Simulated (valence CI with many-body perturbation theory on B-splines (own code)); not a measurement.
K4+: calculation against measured levels

Computed by relativistic CI+MBPT: five valence electrons over a frozen Dirac-Fock core [Ne], radial functions for each j: 11 s, 11 p, 10 d, 8 f, 5 g, 2 h, with the one-electron correlation potential Σ1, the two-electron term Σ2, the three-electron term Σ3, Breit, model QED; selected CI, second order for the rest, scaled by the run's own slope (own B-spline code, finite nucleus).

Against 33 measured levels this calculation errs by 288 cm⁻¹ on average and by 1156 at most. These come from a selection out of Sansonetti, J. Phys. Chem. Ref. Data 37, 7 (2008). Levels without a partner in it may be off by more. Among the levels kept, up to 3400 cm⁻¹ of a level comes from second order outside the variational space, and about a tenth of that is noise between levels of different J, which matters for small intervals. 5 measured levels below the end of the list, from 206720 cm⁻¹ on, found no clear computed partner, and computed levels of the same name lie up to 6871 cm⁻¹ from them.

Measured levels: Sansonetti, J. Phys. Chem. Ref. Data 37, 7 (2008). Pairs share parity and J, and are chosen by configuration, term and nearness in energy; levels without a clear partner are left out. Energies in cm⁻¹ above the measured ground level.

Names give the largest LS component (configuration and term), which can be under half, so a name can repeat, a term be missing and a line seem to break the LS rules; names also repeat where a configuration has a term twice. Letters in brackets count levels of one name in rising energy.

```
     Computed label  Label in the source  Measured  Computed  Difference
     3s²3p³ ⁴S°_3/2          3s2 3p3 4S°         0       0.0           0
     3s²3p³ ²D°_3/2          3s2 3p3 2D°   24012.5   24207.3        +195
     3s²3p³ ²D°_5/2          3s2 3p3 2D°   24249.6   24443.5        +194
     3s²3p³ ²P°_1/2          3s2 3p3 2P°   39758.1   40039.7        +282
     3s²3p³ ²P°_3/2          3s2 3p3 2P°   40080.2   40358.2        +278
       3s3p⁴ ⁴P_5/2            3s 3p4 4P  136636.5  136570.8         -66
       3s3p⁴ ⁴P_3/2            3s 3p4 4P  138037.5  137967.6         -70
       3s3p⁴ ⁴P_1/2            3s 3p4 4P  138804.1  138724.5         -80
       3s3p⁴ ²D_3/2            3s 3p4 2D  169579.5  169643.7         +64
       3s3p⁴ ²D_5/2            3s 3p4 2D  169705.8  169770.8         +65
3s²3p²3d ²P_3/2 [a]    3s2 3p2(3P) 3d 2P  194805.1  194834.2         +29
3s²3p²3d ²P_1/2 [a]    3s2 3p2(3P) 3d 2P  196331.2  196365.5         +34
       3s3p⁴ ²S_1/2            3s 3p4 2S  205799.9  206142.4        +342
    3s²3p²3d ⁴D_5/2    3s2 3p2(3P) 3d 4D    222366  222147.5        -218
    3s²3p²3d ⁴D_3/2    3s2 3p2(3P) 3d 4D    222711  221555.4       -1156
3s²3p²3d ²P_3/2 [b]            3s 3p4 2P    259218  259620.0        +402
3s²3p²3d ²P_1/2 [b]            3s 3p4 2P    260882  261266.6        +385
3s²3p²3d ²D_5/2 [b]    3s2 3p2(1D) 3d 2D    280585  280988.3        +403
3s²3p²3d ²D_3/2 [b]    3s2 3p2(1D) 3d 2D    281035  281446.1        +411
3s²3p²3d ²P_3/2 [c]    3s2 3p2(1D) 3d 2P    290236  291260.0       +1024
3s²3p²3d ²P_1/2 [c]    3s2 3p2(1D) 3d 2P    290784  290413.1        -371
3s²3p²3d ²F_5/2 [b]    3s2 3p2(1D) 3d 2F    292497  293186.5        +689
3s²3p²3d ²F_7/2 [b]    3s2 3p2(1D) 3d 2F    292960  293422.1        +462
    3s²3p²3d ²S_1/2    3s2 3p2(1D) 3d 2S    292987  293498.6        +512
3s²3p²3d ²D_5/2 [c]        3s2 3p2 3d 2D    303850  304360.6        +511
3s²3p²3d ²D_3/2 [c]        3s2 3p2 3d 2D    304476  304995.6        +520
    3s²3p²4s ⁴P_1/2    3s2 3p2(3P) 4s 4P    336628  336505.0        -123
    3s²3p²4s ⁴P_3/2    3s2 3p2(3P) 4s 4P    337645  337534.4        -111
    3s²3p²4s ⁴P_5/2    3s2 3p2(3P) 4s 4P    339172  339067.1        -105
    3s²3p²4s ²P_1/2    3s2 3p2(3P) 4s 2P    343740  343671.2         -69
    3s²3p²4s ²P_3/2    3s2 3p2(3P) 4s 2P    345540  345486.0         -54
    3s²3p²4s ²D_5/2    3s2 3p2(1D) 4s 2D    357012  357063.5         +51
    3s²3p²4s ²D_3/2    3s2 3p2(1D) 4s 2D    357050  357100.0         +50
    3s²3p²4s ²S_1/2        3s2 3p2 4s 2S    380994  381176.4        +182
```

Over 33 excited levels the mean absolute difference is 288 cm⁻¹, the median 195 and the largest 1156. The comparison draws on a selection of the measured levels: 34 of the 175 computed ones have a partner in it, and others may be off by more.

These 5 measured levels below the end of the computed list are not counted above. Beside each stands the unpaired computed level of its name, or else the nearest of its J and parity; the gap is either an error of the method or a doubtful assignment.

```tsv
Label in the source	J	Measured	Unpaired level	Computed
3s2 3p2(3P) 3d 4F	3/2	206720	3s²3p²3d ⁴F_3/2	213523
3s2 3p2(3P) 3d 4F	5/2	207165	3s²3p²3d ⁴F_5/2	214036
3s2 3p2(3P) 3d 4P	5/2	257865	3s²3p²3d ⁴P_5/2	260517
3s2 3p2(3P) 3d 4P	3/2	259276	3s²3p²3d ⁴P_3/2	261349
3s2 3p2(3P) 3d 4P	1/2	259726	3s²3p²3d ⁴P_1/2	261862
```
